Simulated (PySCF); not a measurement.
Species: C₄H₁₂BN.
SMILES: `CNBC(C)C`

Torsions of this conformer, `[CH3:1][NH:2][BH:3][CH:4]([CH3:5])[CH3:6]`: C1–N2–B3–C4 180°, N2–B3–C4–C5 1°.

The closed-shell ground state was solved at several levels (PySCF, density fitting, gas phase, non-relativistic). Isolated species at its PBE0-D3(BJ)/def2-SVP geometry (one conformer only).

```json
{"level": "B3LYP/pcJ-1", "basis functions": "282", "HOMO (eV)": "-7.37", "LUMO (eV)": "0.50", "gap (eV)": "7.87", "dipole (D)": "1.69"}
{"level": "CAM-B3LYP/def2-SVPD", "basis functions": "216", "HOMO (eV)": "-9.04", "LUMO (eV)": "1.13", "gap (eV)": "10.17", "dipole (D)": "1.52"}
```

Estimate the row for PBE0/pcSseg-1, a basis of 162 functions; the other rows only guide the guess.

HOMO -7.61 eV, LUMO 0.73 eV, gap 8.34 eV, dipole 1.69 D.

Over all these levels, which gives the widest orbital gap and which the narrowest?

CAM-B3LYP/def2-SVPD (range-separated hybrid) has the widest, 10.17 eV, and B3LYP/pcJ-1 (global hybrid, 20 % exact exchange) the narrowest, 7.87 eV. Functional and basis both differ between the two, so the spread mixes both effects.

How far do the dipole and the HOMO energy spread over the levels?

The dipole runs from 1.52 to 1.69 D (mean 1.63 D) and the HOMO from -9.04 to -7.37 eV.
